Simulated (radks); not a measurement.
Results of a calculation; reference values are marked as such.
Question: Isoelectronic series with 48 electrons, all held in the configuration [Kr] 4d10 5s2, which need not be the ground one along the series. Level of theory: scalar-relativistic Kohn-Sham, PBE, spin-unpolarised, spherical densities, point nucleus (a radial shooting solver on a logarithmic mesh with Libxc functionals). Total energies (hartree) and mean radii <r> (bohr) (* marks an orbital that is empty in some or all of the ions):

ion,E (hartree),5p*,5s,4d,4p
Ba8+,-8120.2417,1.606,1.466,0.7858,0.7112
La9+,-8473.5300,1.519,1.395,0.7532,0.6883
Ce10+,-8835.3184,1.443,1.332,0.7235,0.6668
Pr11+,-9205.6594,1.376,1.275,0.6963,0.6465
Pm13+,-9972.2216,1.260,1.176,0.6481,0.6095
Sm14+,-10368.5604,1.210,1.132,0.6267,0.5925
Eu15+,-10773.6867,1.164,1.092,0.6067,0.5764
Gd16+,-11187.6656,1.122,1.055,0.5881,0.5612
Tb17+,-11610.5648,1.083,1.020,0.5706,0.5467
Dy18+,-12042.4543,1.047,0.9876,0.5542,0.5329
Ho19+,-12483.4071,1.014,0.9573,0.5388,0.5198
Er20+,-12933.4988,0.9825,0.9288,0.5243,0.5073
Tm21+,-13392.8081,0.9531,0.9020,0.5105,0.4954
Yb22+,-13861.4163,0.9256,0.8767,0.4975,0.4840
Lu23+,-14339.4080,0.8996,0.8528,0.4852,0.4731
Hf24+,-14826.8710,0.8752,0.8301,0.4734,0.4627
Ta25+,-15323.8963,0.8521,0.8086,0.4623,0.4527
W26+,-15830.5786,0.8302,0.7882,0.4517,0.4431
Re27+,-16347.0160,0.8094,0.7687,0.4415,0.4339

Estimate the row of Nd12+.

Answer: E (hartree) -9584.6080; 5p* 1.315; 5s 1.223; 4d 0.6712; 4p 0.6275.
